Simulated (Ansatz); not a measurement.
Cost and result for the atomization energy of C4H3F3, SMILES `FC1=C(F)C(F)C1` (10 atoms, 10 bonds).

```xyz
10

F    -0.360   -2.337   -0.541
C    -0.243   -1.053   -0.293
C    -0.732    0.054   -0.843
F    -1.560    0.329   -1.827
C     0.081    0.950    0.027
F    -0.626    1.781    0.863
C     0.613   -0.345    0.710
H     0.845    1.551   -0.472
H     0.293   -0.423    1.750
H     1.690   -0.508    0.627
```

The species carries charge 0 and has multiplicity 1. The geometry is a stationary point of PBE0-D4/def2-TZVP. Program: Ansatz. All runs use 4 threads of an Arm Neoverse V1 on a shared host. Times are those of one run each, without the atoms' runs, and a repeat can differ threefold. Electronic energies, without spin–orbit coupling; frozen cores. CCSD(T)/CBS adds CCSD(T) − MP2 in def2-TZVPP to the MP2 limit, and its time is that of the two runs behind it. T1 = 0.012. B3LYP takes the VWN-RPA correlation (the form of Gaussian; ORCA's B3LYP/G).

CCSD(T)/CBS is a level of theory with its own doubt, some kJ/mol a heavy atom from the limit and from the frozen cores, so smaller differences don't rank the functionals.

| level | functions | wall time |
| --- | --- | --- |
| LDA (SPW92)/def2-TZVPP | 259 | 1.3 s |
| revPBE-D4/def2-TZVPP | 259 | 2.1 s |
| PBE-D4/def2-TZVPP (with forces) | 259 | 2.6 s |
| CAM-B3LYP-D4/def2-TZVPP | 259 | 3.7 s |
| B3LYP-D4/def2-TZVPP (with forces) | 259 | 5 s |
| r2SCANh-D4/def2-TZVPP | 259 | 5.5 s |
| B2PLYP/def2-TZVPP | 259 | 6.5 s |
| ωB97X-V/def2-TZVPP | 259 | 8 s |
| ωB97M-V/def2-TZVPP (with forces) | 259 | 12 s |
| CCSD(T)/def2-SVP | 113 | 13 s |
| MP2/def2-QZVPP | 489 | 30 s |
| CCSD(T)/def2-TZVPP | 259 | 6 min |
| CCSD(T)/CBS(def2) | – | 6.5 min |

(1) What atomization energy does each give, and how far from CCSD(T)/CBS? (Estimate.)

## Answers

(1) Computed: 
```tsv
level	atomization (kcal/mol)	difference from CCSD(T)/CBS	per bond
LDA (SPW92)/def2-TZVPP	1235.5	209.4	20.9
revPBE-D4/def2-TZVPP	1043.6	17.5	1.8
PBE-D4/def2-TZVPP (with forces)	1081.1	55.0	5.5
CAM-B3LYP-D4/def2-TZVPP	1034.3	8.2	0.8
B3LYP-D4/def2-TZVPP (with forces)	1025.4	-0.7	-0.1
r2SCANh-D4/def2-TZVPP	1026.1	0.0	0.0
B2PLYP/def2-TZVPP	1017.9	-8.2	-0.8
ωB97X-V/def2-TZVPP	1032.5	6.4	0.6
ωB97M-V/def2-TZVPP (with forces)	1033.4	7.3	0.7
CCSD(T)/def2-SVP	980.3	-45.8	-4.6
MP2/def2-QZVPP	1054.1	28.0	2.8
CCSD(T)/def2-TZVPP	998.4	-27.7	-2.8
CCSD(T)/CBS(def2)	1026.1	0.0	0.0
```

Leaving LDA and LC-ωPBE aside and taking each functional with its dispersion term where it has one, the values, not all of them listed here, spread over 104.2 kcal/mol, from BHLYP-D4 to PBE-D4. LDA lies +158.9 kcal/mol from PBE without D4, its usual overbinding. From BLYP to BHLYP (50 % exact exchange), in def2-TZVPP and without D4, the atomization energy moves by −51.9 kcal/mol: exact exchange takes away binding that semilocal exchange gives to molecules. In def2-TZVPP, CCSD(T) changes the Hartree–Fock value by +282.1 kcal/mol (the triples alone add +22.1 kcal/mol) and MP2 by +321.4 kcal/mol; breaking electron pairs costs correlation energy, which Hartree–Fock lacks.
